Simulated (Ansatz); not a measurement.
BaO2⁻ (the lowest doublet isomer of a short search) was relaxed with r2SCAN-D4 (def2-TZVPD) in Ansatz in these states: charge -1 doublet, charge -1 quartet. The geometries follow in no particular order.

In the def2 sets Ba takes a core potential; there is no spin–orbit coupling.

A:

```xyz
3

Ba    0.121    0.137   -0.164
O     0.016   -1.747   -1.264
O    -0.137    1.610    1.428
```

B:

Cartesian coordinates in Å:
```
Ba 0.445 0.598 -0.153
O 1.272 -1.489 -0.230
O -1.717 0.890 0.383
```

Judge from the bond lengths which geometry belongs to which state (an estimate).

A is the charge -1 doublet (Ba1–O2 2.184 Å, Ba1–O3 2.184 Å); B is the charge -1 quartet (Ba1–O2 2.246 Å, Ba1–O3 2.246 Å).

At r2SCAN-D4/def2-TZVPD the highest occupied level of the charge -1 doublet lies above zero (up to 0.50 eV). Energy differences disagree on whether the electron is bound (positive means bound): 2.27 eV (vertical, against the charge 0 singlet, at r2SCAN-D4/def2-TZVPD), but -0.49 eV at CCSD(T)/def2-TZVPPD. At r2SCAN-D4/def2-TZVPD the highest occupied level of the charge -1 quartet lies above zero (up to 1.02 eV). The electron is either unbound and held by the finite basis, or the level is raised by self-interaction error. At PBE0-D4/def2-TZVPD a doublet lies 1.14 eV below the charge -1 quartet. These are the stationary points nearest to one start from a short search; other shapes may lie lower in each state.
